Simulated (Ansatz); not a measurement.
Input for Ansatz (a program for electronic structure): R-SVWN5/def2-TZVPPD on GeH4 (SMILES [GeH4]) with ghost functions. Files ending in .json are basis or fitting sets from the Basis Set Exchange.

Ansatz 0.2 input:
```yaml
crystal:
  periodic: [false, false, false]
  atoms:
    - {symbol: Ge, position_ang: [-0.16707944, -0.04856921, 3.64646870]}
    - {symbol: H, position_ang: [-0.39700569, 0.03525509, 5.16802884]}
    - {symbol: H, position_ang: [-0.59679462, 1.28944940, 3.02323694]}
    - {symbol: H, position_ang: [-1.02017138, -1.18810567, 3.07656467]}
    - {symbol: H, position_ang: [1.32103610, -0.29882426, 3.37808933]}
basis:
  gaussian:
    orbitals: def2-TZVPPD.json
    ghost_atoms:
      - {symbol: O, position_ang: [0.26205478, -0.12402169, 0.40074233]}
      - {symbol: H, position_ang: [-0.65296147, 0.03343400, 0.14498794]}
      - {symbol: H, position_ang: [0.70210854, 0.72734177, 0.30543592]}
hamiltonian:
  xc: {name: SVWN5}
scf: {lower_state_search: off}
```

The head of its log:

```
WARN ansatz: RAYON_NUM_THREADS=2 ignored (pool sized by the plan → 2); use --threads N
Functional definition: SVWN5
these checks for a lower state are left out or cut short: stability, starts, cluster_reference, orbital_swaps, neighbouring_geometries, increment
integrals: 0.09 GiB planned
895 factors; their error is unknown
mean field: 0.69 GiB planned
mean field evaluation 1: about -56495.0178 eV, gradient 2.8e1 eV
mean field evaluation 2: about -56495.4681 eV, gradient 3.0e1 eV
```

Predict the final total energy.

-2076.1903 hartree.
